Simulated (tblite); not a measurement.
Run record: molecular-dynamics run, `C#C/C=C(\C)C(=C)C=O`.

Computed with GFN2-xTB (tblite), gas phase: Langevin dynamics at 300 K from the optimised GFN2-xTB geometry, time step 0.5 fs, friction 0.01 fs⁻¹, 2000 steps. The command runs a driver script over a list of jobs; the input below is this job's line of settings and its coordinates in Å. «temperature» is in K, «steps» counts time steps and «every» is the stride of the printed frames; «frames» go on to single points.

Command:
```bash
OMP_NUM_THREADS=1 python probes_run.py task.json out
```

Input:
```
{"job": {"kind": "md", "xc": "GFN2-xTB", "basis": "xTB", "temperature": 300, "steps": 2000, "every": 50, "frames": 5}, "charge": 0, "multiplicity": 1}
C      3.579949     0.851753     0.034045
C      2.385456     0.974572     0.093871
C      0.993621     1.158450     0.164422
C      0.095530     0.173140    -0.011300
C      0.520644    -1.238834    -0.279860
C     -1.340519     0.440560     0.092136
C     -2.239048    -0.473280     0.484341
C     -1.848881     1.774172    -0.302101
O     -2.954436     2.187426    -0.068868
H      4.621405     0.738483    -0.017097
H      0.679602     2.166572     0.403126
H     -0.086345    -1.676076    -1.070610
H      0.400340    -1.847011     0.616744
H      1.567258    -1.269093    -0.571479
H     -1.971371    -1.475109     0.769216
H     -3.281539    -0.206266     0.536506
H     -1.128665     2.382031    -0.883002
```

Question: Estimate the output. One trajectory will do; the random numbers aren't given.

Answer: 
```
t/fs     T/K      E/eV
    0.0   259.0   -683.80648
   25.0   186.4   -683.43835
   50.0   188.0   -683.41453
   75.0   207.4   -683.39930
  100.0   169.3   -683.26667
  125.0   255.6   -683.29692
  150.0   261.1   -683.37023
  175.0   248.4   -683.40618
  200.0   250.0   -683.42614
  225.0   183.5   -683.31531
  250.0   241.3   -683.44825
  275.0   222.3   -683.32954
  300.0   225.0   -683.13781
  325.0   324.4   -683.25596
  350.0   279.3   -683.32438
  375.0   344.7   -683.33079
  400.0   229.2   -683.07580
  425.0   313.0   -683.31487
  450.0   281.5   -683.20548
  475.0   294.7   -683.06077
  500.0   267.9   -682.82067
  525.0   450.7   -683.22630
  550.0   350.4   -683.05102
  575.0   331.9   -682.96462
  600.0   410.4   -683.12949
  625.0   349.2   -682.87611
  650.0   438.9   -683.25016
  675.0   270.6   -683.11433
  700.0   310.7   -683.11977
  725.0   361.3   -683.03131
  750.0   306.0   -683.06495
  775.0   369.5   -683.23048
  800.0   306.4   -683.26943
  825.0   335.5   -683.35570
  850.0   253.5   -683.20813
  875.0   274.8   -683.18201
  900.0   393.8   -683.29043
  925.0   384.1   -683.27926
  950.0   264.1   -683.23758
  975.0   293.2   -683.15935
 1000.0   315.5   -683.23586
```

E is the potential energy; T comes from the kinetic energy over all 3N coordinates.

Question: Sum up the printed frames.

Answer: 41 frames over 1000 fs. T runs from 169 K (100 fs) to 451 K (525 fs), with a mean of 293 K over all frames and 335 K from 500 fs on. E starts at -683.806 eV, peaks 0.986 eV above that at 500 fs, and averages 0.659 eV above it from 500 fs on.

Question: Give the last frame.

Answer: 0.86 Å rms from the start after alignment:
```
atom  x, y, z in Å
C1      2.704    1.175    1.805
C2      1.528    1.339    1.533
C3      0.180    1.512    1.264
C4     -0.602    0.863    0.381
C5     -0.109   -0.048   -0.703
C6     -2.021    1.162    0.599
C7     -2.928    0.140    0.703
C8     -2.448    2.567    0.706
O9     -3.598    2.952    0.792
H10     3.759    1.105    2.118
H11    -0.269    2.098    2.064
H12     1.018   -0.087   -0.755
H13    -0.575    0.263   -1.633
H14    -0.473   -1.115   -0.382
H15    -2.653   -0.838    0.584
H16    -3.953    0.289    0.946
H17    -1.590    3.220    0.746
```

The run took about 40 s of CPU time (one thread, shared machine).
